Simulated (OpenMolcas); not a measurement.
Co2+, Rh2+, Ir2+: d⁷ down the group

* Program: OpenMolcas 26.06
* Method: XMS-CASPT2, IPEA 0.25 Eh, imaginary shift 0.1 Eh
* Basis: ANO-RCC-VTZP
* Scalar Hamiltonian: DKH2, point nucleus
* Spin-orbit coupling: state interaction with AMFI integrals over the reference wave functions, term energies averaged over their components

Active space for each ion: 7 electrons in 6 orbitals (d s); closed shells correlated by CASPT2: Co2+ 3s 3p; Rh2+ 4s 4p; Ir2+ 5s 5p.

Computed levels in cm-1 above ⁴F_9/2:

```json
{"Level": "⁴F_7/2", "Co2+": "932", "Rh2+": "2200", "Ir2+": "7960"}
{"Level": "⁴P_5/2", "Co2+": "14920", "Rh2+": "11310", "Ir2+": "12640"}
{"Level": "⁴P_1/2", "Co2+": "15670", "Rh2+": "12860", "Ir2+": "16480"}
{"Level": "²G_9/2", "Co2+": "18730", "Rh2+": "14690", "Ir2+": "17130"}
{"Level": "²G_7/2", "Co2+": "19640", "Rh2+": "16870", "Ir2+": "22180"}
{"Level": "²P_1/2", "Co2+": "22170", "Rh2+": "19610", "Ir2+": "28730"}
{"Level": "²H_11/2", "Co2+": "24390", "Rh2+": "19280", "Ir2+": "22780"}
{"Level": "²D_5/2(1)", "Co2+": "24410", "Rh2+": "19840", "Ir2+": "24810"}
{"Level": "²H_9/2", "Co2+": "25200", "Rh2+": "21500", "Ir2+": "31010"}
{"Level": "weight of ⁴F in the lowest level (%)", "Co2+": "100", "Rh2+": "98", "Ir2+": "86"}
```

Mixed levels, with the weight of the term that names them: Ir2+ ⁴P_5/2 (66 %), Ir2+ ²G_9/2 (58 %), Ir2+ ²P_1/2 (72 %), Ir2+ ²D_5/2(1) (73 %), Ir2+ ²H_9/2 (73 %).

Measured, with the error of the calculation in %. Measured levels: Co2+ from Sugar and Corliss, J. Phys. Chem. Ref. Data 10, 1097 (1981); Rh2+ from the list in Shadmi, J. Res. Natl. Bur. Stand. 70A, 435 (1966).

```
    Level           Co2+          Rh2+
   ⁴F_7/2    841 (+10.7)   2148 (+2.6)
   ⁴P_5/2   15202 (-1.8)  11062 (+2.2)
   ⁴P_1/2   15811 (-0.9)              
   ²G_9/2  16978 (+10.3)              
   ²G_7/2  17766 (+10.5)              
  ²H_11/2   22720 (+7.3)              
²D_5/2(1)   23059 (+5.9)              
   ²H_9/2   23434 (+7.5)
```

The fine-structure level ⁴F_7/2 changes by a factor of 8.54 from Co2+ to Ir2+.

Without spin-orbit coupling ⁴P lies 14310, 9890, 6990 cm-1 above ⁴F in that order; the difference to the level ⁴P_5/2, of either sign, comes from spin-orbit coupling, which also lowers the zero.

CASPT2 breaks the degeneracy within a term, and the mean is taken; among the terms shown or strongly mixed into the levels shown the widest spread is 2100 cm-1 (4d⁷ ⁴F, Rh2+). Terms from blocks run as CI alone lack orbitals of their own. The CASPT2 spread within a term exceeds the gap to the next term for 3d⁷ ²H and 3d⁷ ²D(1), so the order of their levels is uncertain (figures for Co2+; the like holds for Rh2+, Ir2+). Some high roots are left out of the spin-orbit mixing, which shifts the levels that they would mix with (holds for Ir2+). Configurations are named by rounded mean occupations; where the s occupation lies near a half they are strongly mixed, a name can repeat and a true partner stay unpaired (holds for Ir2+). Measured partners are found by configuration, term and J. A level has none where our copy of the source lacks it or the pairing is in doubt (some pairs that miss far off the trend of their configuration count as doubtful), and it then counts in no deviation. Levels of configurations outside the active space are missing.

A number in round brackets counts repeated terms of one configuration in the order of the reference energies.
